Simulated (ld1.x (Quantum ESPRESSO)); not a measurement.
u(r) = r·R(r): atom against pseudo-atom (gold (Au))

Columns: radius, all-electron u(r) and pseudo u(r) of the 6p shell (level -0.77 eV) of gold in the configuration [Xe] 4f14 5d10 6s1 6p0; PBE, scalar-relativistic, PAW scheme, ld1.x (Quantum ESPRESSO) 7.5.

```
r (bohr)  all-electron  pseudo
   0.173       -0.0453  0.0041
   0.345        0.0999  0.0162
   0.518       -0.0124  0.0358
   0.690       -0.1324  0.0618
   0.862       -0.1644  0.0929
   1.035       -0.1270  0.1280
   1.208       -0.0548  0.1654
   1.380        0.0274  0.2034
   1.553        0.1074  0.2411
   1.725        0.1789  0.2768
   1.898        0.2406  0.3100
   2.070        0.2921  0.3398
   2.242        0.3343  0.3659
   2.415        0.3686  0.3883
   2.588        0.3957  0.4071
   2.760        0.4166  0.4224
   2.932        0.4322  0.4347
   3.105        0.4435  0.4442
   3.278        0.4510  0.4511
   3.450        0.4553  0.4553
   3.623        0.4570  0.4570
   3.795        0.4565  0.4565
   3.968        0.4541  0.4541
   4.140        0.4502  0.4502
   4.312        0.4450  0.4450
   4.485        0.4386  0.4386
```

(1) How many radial nodes do the two functions have?

(2) At about which radius was the pseudo-wave matched?

(3) Where does each function peak?

(4) Is the pseudo-wave norm-conserving?

Answers

(1) The all-electron 6p function has n − l − 1 = 4 (the table is too coarse to show those close to the nucleus); the pseudo-wave has 0, since the states of the same l below it are removed with the core.

(2) 3.45 bohr, where the columns begin to agree (steps of 0.17 bohr).

(3) Outermost all-electron maximum near 3.62 bohr, pseudo maximum near 3.62 bohr (to the table’s step).

(4) No, it belongs to a PAW set: the norm inside the radius is not constrained, and the difference is carried by the augmentation charge.
